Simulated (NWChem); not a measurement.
System: C4H6Si; SMILES C=CC#C[SiH3]

```xyz
11

C      0.5176    -3.0150     0.0000
C     -0.4707    -2.1079    -0.0001
C     -0.2719    -0.7005     0.0002
C     -0.1300     0.5141     0.0001
Si     0.0939     2.3289     0.0000
H      1.5684    -2.7145     0.0002
H      0.2931    -4.0841    -0.0002
H     -1.5146    -2.4451    -0.0002
H      0.8711     2.7437    -1.2054
H      0.8362     2.7484     1.2256
H     -1.2378     3.0029    -0.0204
```
Atoms are numbered in this order, from 1.

Computed with NWChem. Geometry: optimised at PBE0/def2-SVP. Total energies compare along this basis series because the functional is fixed.

| level | basis functions | energy (Ha) | highest occupied level (eV) | orbital gap (eV) | dipole (D) |
|---|---|---|---|---|---|
| B3LYP/cc-pVDZ | 104 | -445.4698 | -6.81 | 5.48 | 1.00 |
| B3LYP/aug-cc-pVDZ | 173 | -445.4799 | -6.96 | 5.39 | 1.00 |
| B3LYP/cc-pVTZ | 238 | -445.5395 | -6.96 | 5.43 | 1.10 |
